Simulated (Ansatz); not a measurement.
A single point on BCl₃F₂Si, SMILES `FB(F)[Si](Cl)(Cl)Cl`.

```yaml
crystal:
  periodic: [false, false, false]
  atoms:
    - {symbol: F, position_ang: [1.528587, -1.538421, 0.654669]}
    - {symbol: B, position_ang: [0.294729, -1.101804, 0.559897]}
    - {symbol: F, position_ang: [-0.662243, -1.840758, 1.072477]}
    - {symbol: Si, position_ang: [-0.149840, 0.657967, -0.351539]}
    - {symbol: Cl, position_ang: [1.539107, 1.607646, -0.964445]}
    - {symbol: Cl, position_ang: [-1.155604, 1.857076, 0.950875]}
    - {symbol: Cl, position_ang: [-1.333434, 0.290295, -1.967733]}
basis:
  gaussian: {orbitals: def2-TZVPP}
hamiltonian: {xc: pbe}
correlation: {method: rpa}
```

```sh
$ ansatz run in.yaml --threads 4 --pin off --events-out ev --progress --plain
```

Output, abridged:

```
Functional definition: PBE
1621 factors; integrals over basis functions are off by at most 9.3e-4 eV
mean field evaluation 1: about -51538.8333 eV, gradient 4.3e1 eV
mean field evaluation 2: about -51538.8268 eV, gradient 4.3e1 eV
mean field evaluation 4: about -51541.4483 eV, gradient 1.1e1 eV
mean field evaluation 8: about -51541.6492 eV, gradient 1.7e-1 eV
mean field evaluation 16: about -51541.6492 eV, gradient 4.4e-5 eV
mean field -51541.64923904 eV, -1894.1206733501 hartree, gradient 5.4e-6 eV, S^2 0.000000; 0 other end points of the search recorded, 0 dependent functions left out
23 core orbitals not correlated: weight in the atoms' cores, before any rotation towards them, 1.000 or more for the frozen orbitals, at most 0.000 for the correlated occupied ones
reference -51465.98826653 eV, -1891.3401838953 hartree; 21, 21 occupied and 217, 217 virtual orbitals, 1621 factors
Total energy: -51519.78183435 eV, -1893.3170610500 hartree
```

It took 11 s on 4 threads of a server CPU on a shared host, with 0.63 GiB of host memory at the peak.
